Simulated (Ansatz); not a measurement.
**Molecular dynamics of BBrH6Si**

Input:

```yaml
crystal:
  periodic: [false, false, false]
  atoms:
    - { symbol: B, position_ang: [-0.9875, -0.2382, -0.3865] }
    - { symbol: Si, position_ang: [1.2326, 0.0139, 0.0689] }
    - { symbol: H, position_ang: [-1.2077, 0.3138, -1.3924] }
    - { symbol: H, position_ang: [-1.2405, -1.3687, -0.2346] }
    - { symbol: H, position_ang: [-0.531, 0.4108, 0.5615] }
    - { symbol: Br, position_ang: [-2.3673, 0.8859, 1.1952] }
    - { symbol: H, position_ang: [1.6734, -0.8059, 1.1937] }
    - { symbol: H, position_ang: [1.7714, 1.3666, 0.1898] }
    - { symbol: H, position_ang: [1.6566, -0.5784, -1.1956] }
magnetization:
  spin_polarized: true
basis:
  gaussian: { orbitals: def2-SVP }
hamiltonian:
  xc: { name: BHLYP }
  dispersion: d4
md:
  timestep: 0.5
  n_steps: 150
  ensemble: nve
  temperature: 100.0
  initial_velocities: maxwell_boltzmann
  seed: 592262
```

Launched with:

```bash
$ ansatz run input.yaml --threads 2 --pin off --max-ram 3072MiB --backend cpu --events-out ev --progress --plain --runs-dir out
```

It starts from a rough guess of a transition structure, not a stationary point.

Output, in part (step lines, the closing report, with atoms numbered from 0):

```
md step     0: t =     0.00 fs  T =   100.0 K  F+E_penalty+E_count = -78684.33801749 eV  E_kin = 0.090482 eV  conserved = -78684.24753549 eV  (27 SCF iters)
md step     1: t =     0.50 fs  T =   115.8 K  F+E_penalty+E_count = -78684.35239183 eV  E_kin = 0.104813 eV  conserved = -78684.24757929 eV  (29 SCF iters)
md step     2: t =     1.00 fs  T =   138.8 K  F+E_penalty+E_count = -78684.37325686 eV  E_kin = 0.125615 eV  conserved = -78684.24764207 eV  (28 SCF iters)
md step     3: t =     1.50 fs  T =   167.9 K  F+E_penalty+E_count = -78684.39960923 eV  E_kin = 0.151892 eV  conserved = -78684.24771685 eV  (29 SCF iters)
[... lines left out ...]
Total energy: -78685.45871997 eV, -2891.6372730394 hartree
Atom 0 at    -1.762843    -0.103068    -0.268451 Å, force     0.383922    -0.371332     0.019470 eV/Å
Atom 1 at     1.693491     0.044840     0.035170 Å, force    -0.732930    -0.731744     0.097634 eV/Å
Atom 2 at    -1.677507     0.427685    -1.305109 Å, force    -0.162313     0.462648    -0.545394 eV/Å
Atom 3 at    -1.333352    -1.210187    -0.174935 Å, force    -0.234617    -0.053707     0.353573 eV/Å
Atom 4 at     1.016465     1.195188    -0.668337 Å, force     0.689576     0.093287     0.625436 eV/Å
Atom 5 at    -2.441146     0.861481     1.198994 Å, force    -0.108341    -0.038802     0.152184 eV/Å
Atom 6 at     0.871136    -0.421120     1.213795 Å, force     0.434302     0.560810    -0.162167 eV/Å
Atom 7 at     3.160695    -0.013544     0.357030 Å, force    -0.473878     0.565405    -0.132686 eV/Å
Atom 8 at     1.412062    -1.015418    -0.926970 Å, force     0.204280    -0.486565    -0.408050 eV/Å
Dipole moment:     0.126175     0.028431    -0.051480 e Å
```

The steps, from the saved trajectory:

| time (fs) | T (K) | potential energy less start (eV) | conserved less start (meV/atom) |
| --- | --- | --- | --- |
| 0.0 | 100 | 0.000 | 0.00 |
| 2.5 | 239 | -0.126 | -0.04 |
| 5.0 | 427 | -0.297 | -0.09 |
| 7.5 | 482 | -0.347 | -0.13 |
| 10.0 | 501 | -0.363 | 0.02 |
| 12.5 | 723 | -0.566 | -0.27 |
| 15.0 | 587 | -0.440 | 0.06 |
| 17.5 | 812 | -0.645 | -0.10 |
| 20.0 | 1090 | -0.896 | -0.11 |
| 22.5 | 1193 | -0.990 | -0.08 |
| 25.0 | 1225 | -1.018 | -0.06 |
| 27.5 | 1212 | -1.007 | -0.14 |
| 30.0 | 946 | -0.767 | -0.09 |
| 32.5 | 611 | -0.462 | -0.01 |
| 35.0 | 492 | -0.355 | -0.01 |
| 37.5 | 612 | -0.463 | -0.02 |
| 40.0 | 913 | -0.736 | -0.05 |
| 42.5 | 1244 | -1.037 | -0.15 |
| 45.0 | 1309 | -1.095 | -0.11 |
| 47.5 | 1177 | -0.975 | -0.06 |
| 50.0 | 1024 | -0.836 | -0.05 |
| 52.5 | 866 | -0.694 | -0.07 |
| 55.0 | 691 | -0.535 | 0.01 |
| 57.5 | 680 | -0.525 | -0.05 |
| 60.0 | 693 | -0.537 | -0.05 |
| 62.5 | 724 | -0.564 | 0.00 |
| 65.0 | 897 | -0.722 | -0.06 |
| 67.5 | 1057 | -0.866 | -0.06 |
| 70.0 | 1192 | -0.988 | -0.04 |
| 72.5 | 1338 | -1.121 | -0.10 |
| 75.0 | 1338 | -1.121 | -0.08 |

The run went to its last step. The conserved energy stayed within 0.27 meV per atom of its start (net change -0.076 meV per atom), so the integration is sound. The system heated up, since it started high on the potential surface and ran downhill. A run of 0.075 ps of so small a system gives no equilibrium averages. The orbitals stay closed-shell, which can raise the energy where a bond breaks towards radicals; this wasn't checked here.

The step under study would form B1–Br6, Si2–H5 and break B1–Si2, H5–Br6. These pairs go: B1–Br6 2.38 → 1.88 Å, Si2–H5 1.87 → 1.51 Å, B1–Si2 2.28 → 3.47 Å, H5–Br6 2.00 → 3.94 Å. In the last frame they stand as after the step (other bonds may differ from the relaxed reactants and products). Also parted: B1–H5 1.24 → 3.09 Å. It ends as BBrH2 + H4Si. Pairs count as bonded within 1.25 times the sum of covalent radii (0.12 Å more for H–H).

Last frame:

```xyz
9
Properties=species:S:1:pos:R:3
B -1.763 -0.103 -0.269
Si 1.694 0.045 0.035
H -1.677 0.428 -1.305
H -1.333 -1.210 -0.175
H 1.016 1.195 -0.668
Br -2.441 0.862 1.199
H 0.871 -0.421 1.214
H 3.161 -0.013 0.357
H 1.412 -1.015 -0.927
```

The run took 15 min on 2 threads of Arm Neoverse N1 (shared host), peak memory 0.28 GiB.
